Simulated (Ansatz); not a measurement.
Isolated molecules relaxed with PBE0-D4/def2-TZVP in Ansatz; ΔE leaves out vibrations. CCSD(T)/CBS is the MP2 limit (def2-TZVPP, def2-QZVPP) plus CCSD(T) − MP2 in def2-TZVPP, frozen cores. This one scheme is used for every species. DFT in def2-TZVPP. B3LYP here is the variant with VWN-RPA as its local correlation; programs differ in this. HSE06 is defined as in plane-wave codes. One conformer a species, not always the lowest.

Reaction (cleavage of the Si–Al bond): `[AlH2][SiH2]Cl` + `N[SiH2]F` → `F[SiH2]N[SiH2]Cl` + `[AlH3]`

```tsv
level	ΔE (kJ/mol)	difference from CCSD(T)/CBS
LDA (SPW92)	-50.3	15.8
PBE-D4	-46.5	19.6
revPBE-D4	-51.4	14.7
BLYP-D4	-62.2	3.9
B97M-V	-73.5	-7.4
PBE0-D4	-52.6	13.5
B3LYP-D4	-65.2	0.9
r2SCANh-D4	-62.1	4.0
r2SCAN0-D4	-63.4	2.7
HSE06-D4	-52.3	13.8
BHLYP-D4	-71.8	-5.7
CAM-B3LYP-D4	-70.2	-4.1
ωB97X-V	-64.6	1.5
PBE-QIDH	-62.8	3.3
PBE	-42.1	24.0
revPBE	-39.1	27.0
BLYP	-53.0	13.1
r2SCAN	-59.7	6.4
PBE0	-48.7	17.4
B3LYP	-58.4	7.7
r2SCANh	-60.6	5.5
r2SCAN0	-61.8	4.3
HSE06	-48.6	17.5
BHLYP	-67.3	-1.2
CAM-B3LYP	-66.2	-0.1
LC-ωPBE	-57.6	8.5
RPA@PBE/def2-TZVPP	-68.0	-1.9
MP2/def2-SVP	-77.9	-11.8
CCSD(T)/def2-SVP	-69.5	-3.4
HF/def2-TZVPP	-75.1	-9.0
MP2/def2-TZVPP	-76.0	-9.9
SCS-MP2/def2-TZVPP	-75.9	-9.8
CCSD/def2-TZVPP	-67.7	-1.6
CCSD(T)/def2-TZVPP	-67.3	-1.2
HF/def2-QZVPP	-76.5	-10.4
MP2/def2-QZVPP	-75.8	-9.7
SCS-MP2/def2-QZVPP	-75.5	-9.4
HF/CBS(def2)	-76.6	-10.5
MP2/CBS(def2)	-74.8	-8.7
CCSD/CBS(def2)	-66.5	-0.4
CCSD(T)/CBS	-66.1	0
```

(1) What do rigid-rotor, harmonic-oscillator terms from PBE0-D4/def2-TZVP frequencies (298.15 K, 1 bar) make of the CCSD(T)/CBS value? (Best estimate.)

Largest T1 diagnostic among the species: 0.011.

Answers

(1) The calculation gave: ΔZPE = -7.8 kJ/mol, ΔH = -74.4 kJ/mol, ΔS = -36 J/(mol·K), ΔG = -63.6 kJ/mol. Modes under 50 cm⁻¹ make the entropy rough.

Leaving LDA and LC-ωPBE aside and taking each functional with its dispersion term where it has one, the values spread over 27.0 kJ/mol, from B97M-V to PBE-D4. LDA lies −8.2 kJ/mol from PBE without D4. From BLYP to BHLYP (50 % exact exchange), in def2-TZVPP and without D4, ΔE moves by −14.3 kJ/mol.
